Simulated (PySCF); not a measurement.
CH₇FGeSi, SMILES FC[SiH2][GeH3] (GFN2-xTB optimised geometry):

```
11

F      2.105     0.181    -0.066
C      1.695    -1.145     0.000
Si    -0.230    -1.145     0.000
Ge    -0.678     1.144     0.000
H      2.139    -1.646    -0.861
H      2.136    -1.556     0.909
H     -0.680    -1.882     1.185
H     -0.682    -1.872    -1.190
H     -0.175     1.863    -1.210
H     -2.139     1.491     0.052
H     -0.086     1.882     1.158
```

Calculation: B3LYP/def2-TZVP (PySCF).

What are the frontier orbital energies and the dipole moment?

HOMO-2 -9.06 eV, HOMO-1 -8.69 eV, HOMO -8.21 eV, LUMO -0.27 eV, LUMO+1 0.04 eV; dipole moment 1.81 D.

Meta-Löwdin charges at B3LYP/def2-TZVP: F1 -0.33, C2 -0.13, Si3 0.42, Ge4 0.13, H5 0.12, H6 0.12, H7 -0.09, H8 -0.09, H9 -0.05, H10 -0.06, H11 -0.05.
